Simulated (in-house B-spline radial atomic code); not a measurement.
Results of a calculation; reference values are marked as such.
Two electrons in Si: a spherical dot of radius 22.2 nm with hard walls

For Si the NSM archive of the Ioffe Institute lists m_l = 0.98 m0, m_t = 0.19 m0 and ε = 11.7; the model takes one isotropic valley with the conductivity mass 3/(1/m_l + 2/m_t) = 0.26 m0, and so misses anisotropy and the other valleys. All triplets below are those of one valley; with several valleys two electrons can form a triplet in the 1s orbital itself, at an energy set by the valley splitting.

Effective-mass model with parabolic bands, a uniform dielectric constant, no image charges, no central-cell or spin-orbit terms. Two-electron levels come from full CI in B-splines with partial waves to l = 5 (up to 0.001 effective hartree above the limit).

Question: What are the effective units, and what is the potential in them?

Answer: Ha* = 27211.386 meV × 0.26/11.7² = 51.68 meV and a* = 0.0529177 nm × 11.7/0.26 = 2.381 nm. The radius is R = 9.31 a*. The one-electron levels are π²/2R² = 0.0569 and 4.4934²/2R² = 0.1165 Ha*.

In these units the lowest s and p orbitals lie at 0.056934 and 0.116472, and their Coulomb and exchange integrals are J_ss = 0.191845, J_sp = 0.173972 and K_sp = 0.03863. (For an empty sphere J_ss = 1.786/R.) Full CI gives 0.265235 for the ground singlet, 0.297815 for the sp triplet, 0.340242 for the sp singlet and 0.433266 for the lowest triplet of two s orbitals.

Question: What does it cost to add the second electron, to first order and exactly?

Answer: To first order E = 2ε_s + J_ss = 0.305712, so the charging energy E(2) − 2E(1) is J_ss = 9.915 meV. CI gives 0.265235 − 2 × (0.056934) = 0.151367, or 7.823 meV: relaxation and correlation lower it by 2.092 meV, 21.1 % of J_ss. The s² configuration of one-electron orbitals holds 82.5 % of the state, and the mean radius is 12.4 nm.

Question: How far above the singlet do the triplets lie?

Answer: To first order the sp triplet lies at ε_s + ε_p + J_sp − K_sp = 0.308747, which is 0.1568 meV above 2ε_s + J_ss. CI gives 0.297815 − (0.265235) = 0.032580, or 1.684 meV, 55 % of the orbital spacing of 3.077 meV. The ss triplet lies 8.684 meV up, so the lower of the two is the sp one, and its gap equals k_BT at 19.5 K. The sp singlet-triplet splitting is 2.193 meV, against 2K_sp = 3.993 meV.
